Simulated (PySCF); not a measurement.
Multinuclear NMR of C6H9NO

Cartesian coordinates in Å; atom numbers follow the order of the lines, from 1:
```xyz
17

C     2.397   -0.264   -0.248
C     1.305    0.782   -0.210
O     1.519    1.974   -0.329
N     0.055    0.308   -0.032
C    -1.084    1.212    0.025
C    -2.237    0.286    0.226
C    -1.835   -0.972    0.281
C    -0.349   -1.075    0.125
H     2.227   -0.962   -1.066
H     2.422   -0.822    0.685
H     3.351    0.234   -0.394
H    -0.967    1.926    0.849
H    -1.162    1.794   -0.901
H    -3.244    0.651    0.308
H    -2.445   -1.846    0.417
H    -0.077   -1.679   -0.752
H     0.117   -1.534    1.007
```

All values are calculated (PySCF 2.14.0 with density-fitted response routines): geometry from GFN2-xTB, shieldings: GIAO PBE0/pcSseg-1. Averaged over atoms made equivalent by symmetry, fast rotation or ring inversion, relativity neglected, no solvent model, single conformer.

(1) Where does ¹⁵N resonate?

(2) Predict the ¹⁷O NMR data.

Answers

(1) 
```csv
atoms,environment,σ (ppm),δ (ppm)
N4,amide-type nitrogen,133.9,-271.5
```

Shieldings were converted by a linear fit to measured shifts: ¹⁵N: δ = -148.07 − 0.921σ (rms 6.3 ppm, 71 shifts vs CH3NO2, solution or neat liquid). A few per cent of atoms miss by over 2 rms, more outside the fitted compound classes.

On a 600 MHz spectrometer ¹⁵N resonates near 60.8 MHz, so 1 ppm is 60.8 Hz.

(2) 
```
atoms                 environment  σ (ppm)  δ (ppm)
   O3  amide-type carbonyl oxygen   -109.5    366.4
```

Shieldings were converted by a linear fit to measured shifts: ¹⁷O: δ = 266.70 − 0.911σ (rms 10.7 ppm, 155 shifts, 12.2 ppm with the 3 outliers that the fit left out vs liquid water, solution or neat liquid). Occasional misses reach two or three times the rms, and more in compound classes unlike the fitted ones.

On a 500 MHz spectrometer ¹⁷O resonates near 67.8 MHz, so 1 ppm is 67.8 Hz.
